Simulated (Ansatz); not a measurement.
`BC(C)(F)Cl`, relaxed with RKS PBE-D4/def2-SVP in Ansatz 0.2.0 from a rough embedded geometry. The force threshold is 0.03 eV/Å; the program also tests the step.

Charge 0, multiplicity 1.

Start:

```xyz
10

B    -0.431    1.332   -0.203
C     0.492    0.103   -0.247
C    -0.172   -1.054    0.498
F     1.747    0.393    0.334
Cl    0.805   -0.381   -1.939
H    -1.545    1.306   -0.738
H    -0.091    2.373    0.243
H    -1.070   -1.391    0.000
H     0.582   -1.906    0.487
H    -0.315   -0.775    1.566
```

Problem. How much energy does the relaxation release, and in how many steps? (Estimate.)

Solution. Computed: 59.12 kJ/mol, in 13 steps, 2 of them rejected.

Problem. Which bonds change most? (An estimate is asked.)

Solution. Ansatz gave: B1–Cl5 from 2.735 to 2.049 Å; C2–Cl5 from 1.787 to 2.078 Å; C2–F4 from 1.413 to 1.336 Å; C2–C3 from 1.528 to 1.494 Å.

Problem. Give the relaxed structure. (Estimate.)

Solution. Ansatz gave: 
```xyz
10

B    -0.357    1.351   -0.473
C     0.423    0.148    0.158
C    -0.114   -1.188    0.556
F     1.651    0.346    0.644
Cl    0.544    0.210   -1.916
H    -1.559    1.232   -0.598
H     0.173    2.442   -0.438
H    -1.054   -1.413    0.023
H     0.627   -1.995    0.399
H    -0.333   -1.133    1.645
```
